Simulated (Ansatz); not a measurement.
A structure relaxed at r2SCAN-D4/def2-SVP in Ansatz, charge 1, singlet:

```xyz
5

Pt    0.105    0.049   -1.241
Pt    0.862    1.700    0.446
Pt   -0.786   -0.270    1.016
Pt    2.523    0.311   -0.765
Au   -2.705   -1.790    0.543
```

**Question.** Give its formula.

**Answer.** Pt4Au⁺.

**Question.** Summarise the bond lengths by kind (pairs closer than 1.2 times the sum of covalent radii, bridged metal pairs left out).

**Answer.** 5 × Pt–Pt 2.45 to 2.63 Å; 1 × Au–Pt 2.49 Å.

In the def2 sets Au, Pt take a core potential; there is no spin–orbit coupling. The restricted singlet is unstable towards broken spin symmetry in Hartree–Fock (as tested in another run); at r2SCAN-D4/def2-SVP this wasn't settled. Another isomer (singlet) lies 0.54 eV lower at PBE0-D4/def2-TZVP; other spin states weren't run for this one.
